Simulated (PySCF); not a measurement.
Zn⁺: excitation energy

Zn⁺ [Ar] 3d10 4s1 (2S) → Zn⁺ [Ar] 3d9 4s2 (2D), as a difference of total energies. Calculation: PySCF 2.14, in def2-TZVPPD (6s6p4d2f1g, 67 functions); the non-relativistic Hamiltonian (point nucleus). Correlated levels: valence and next inner shell: [Ne] frozen. The calculations carry no spin-orbit coupling.

```tsv
method	excitation energy (cm⁻¹)
UHF	60521
MP2 (valence and next inner shell)	77726
SCS-MP2 (valence and next inner shell)	74010
CCSD (valence and next inner shell)	68882
CCSD(T) (valence and next inner shell)	69033
```

These non-relativistic numbers lack the scalar-relativistic shift.

Errors of the correlated levels include the incompleteness of this basis and the frozen core.

For comparison: 63798 cm⁻¹ (measured; NIST levels, between the centres of gravity of the two terms).
